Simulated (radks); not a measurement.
The numbers below are computed, except where a source is named.
Task: Neutral rhenium, [Xe] 4f14 5d5 6s2. Code: a radial shooting solver on a logarithmic mesh with Libxc functionals. Model: non-relativistic Kohn-Sham, exchange-only LDA, spin-polarised, spherical densities, point nucleus. Every spin shell is full or empty, so the densities are truly spherical. Functionals are evaluated on that one density, not self-consistently. Rank these orbital-free kinetic functionals by their error against the exact value of the orbitals, and give that value: Thomas-Fermi, von Weizsacker, TF + vW/9, LC94, revAPBEK, Perdew 92, Pearson, LKT, Ernzerhof.

Result: Exact: 15772.7 hartree. From best to worst, with 100 (|E| - |E exact|)/|E exact| (equal figures are ties): LC94 -0.02, revAPBEK +0.15, Ernzerhof -0.51, Perdew 92 -0.72, TF + vW/9 -0.73, Pearson -0.89, Thomas-Fermi -4.75, LKT +16.27, von Weizsacker -63.82.
